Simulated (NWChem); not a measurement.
CH$_{3}$BrMg; SMILES [CH3][Mg][Br]

This build's default masses of Se (78.918 u) and Br (79.917 u) are each other's, which moves their modes by up to 0.6 %.

Give the equilibrium geometry at PBE0/def2-SVP (NWChem) as a list of bonds and angles, with the point group.

point group C3v; any orientation.
Bonded distances (Å): Mg1–Br2 2.365, Mg1–C3 2.080, C3–H4 1.103, C3–H5 1.103, C3–H6 1.103. Bond angles (°): Br2–Mg1–C3 180.0, Mg1–C3–H4 111.5, Mg1–C3–H5 111.5, Mg1–C3–H6 111.5, H4–C3–H5 107.4, H4–C3–H6 107.3, H5–C3–H6 107.3.
